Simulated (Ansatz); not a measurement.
Ansatz results at the PBE0-D4/def2-TZVP geometry: LUMO energy (PBE0/def2-TZVPP) -1.11 eV; LUMO energy (ωB97M-V/def2-TZVPP) 1.04 eV; HOMO energy (B3LYP/def2-TZVPP) -6.74 eV.

Each molecule was computed in one conformer, which needn't be the lowest.

**Question.** Which molecule gave them?
A. `C=C(O)C(=N)O`
B. `C/C=N/C(=O)O`
C. `CC1N=C(O)O1`
D. `C=[CH][GeH]([NH2])[Cl]`

**Answer.** A. The others give `C=[CH][GeH]([NH2])[Cl]`: -0.69, 1.34, -7.53; `C/C=N/C(=O)O`: -1.28, 0.98, -7.50; `CC1N=C(O)O1`: 0.87, 2.30, -7.32.

B3LYP here is the variant with VWN-RPA as its local correlation; programs differ in this.
